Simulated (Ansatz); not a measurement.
Geometry optimisation, RKS PBE0/def2-SVP (Ansatz).

Input file:

```yaml
crystal:
  periodic: [false, false, false]
  atoms:
    - { symbol: Si, position_ang: [-0.8795, -0.1015, 0.6552] }
    - { symbol: Br, position_ang: [0.8858, -2.0344, -0.027] }
    - { symbol: H, position_ang: [-1.8027, -1.1204, 0.1812] }
    - { symbol: H, position_ang: [-1.6208, 1.1579, 0.7773] }
    - { symbol: O, position_ang: [-0.2131, -0.0896, 2.1159] }
    - { symbol: H, position_ang: [1.7407, -0.5593, -1.0613] }
    - { symbol: P, position_ang: [0.6458, 0.884, -1.132] }
    - { symbol: H, position_ang: [0.4395, -0.729, 2.4008] }
    - { symbol: H, position_ang: [0.864, 2.1582, -1.6743] }
    - { symbol: H, position_ang: [-0.0598, 0.4341, -2.2359] }
basis:
  gaussian: { orbitals: def2-SVP }
hamiltonian:
  xc: pbe0
relax:
  f_tol: 0.15
  max_steps: 25
  restrain:
    - { distance: [0, 6], at: 2.18, k: 30.0 }
    - { distance: [5, 1], at: 1.51, k: 30.0 }
    - { distance: [0, 1], at: 3.61, k: 30.0 }
    - { distance: [5, 6], at: 2.68, k: 30.0 }
output:
  orbitals: {}
```

Launched with:

```bash
$ ansatz run input.yaml --threads 2 --pin off --max-ram 3072MiB --backend cpu --events-out ev --progress --plain --runs-dir out
```

**Question.** Where does it end, and by what steps?

**Answer.** The run converged. The restraints hold the end off the free minimum. After 11 steps the energy has fallen by 1.574 eV (the restraints' own energy left out); H6 moved furthest, 0.97 Å. Parted: Si1–Br2. Joined: Br2–H6.

```
step  energy less start (eV)  largest force component (eV/Å)  accepted
   0                  0.0000                           2.559       yes
   1                  0.3041                           2.440       yes
   2                  0.2728                           3.345       yes
   3                 -0.3320                           1.858       yes
   4                 -0.9691                           1.774       yes
   5                 -1.2908                           1.234       yes
   6                 -1.4515                           1.056       yes
   7                 -1.5292                           0.946       yes
   8                 -1.5503                           0.980       yes
   9                 -1.5617                           0.839       yes
  10                 -1.5754                           0.767       yes
  11                 -1.5743                           0.844       yes
```

```xyz
10
Properties=species:S:1:pos:R:3
Si -0.869 0.249 0.421
Br 1.448 -2.529 0.290
H -1.536 -1.029 -0.009
H -1.922 1.274 0.677
O -0.019 0.108 1.840
H 1.769 -1.449 -0.668
P 0.483 0.830 -1.226
H 0.621 -0.615 1.856
H 0.544 2.226 -0.954
H -0.520 0.936 -2.228
```

The run took 35 s on 2 threads of Arm Neoverse V2 (shared host), peak memory 0.27 GiB.
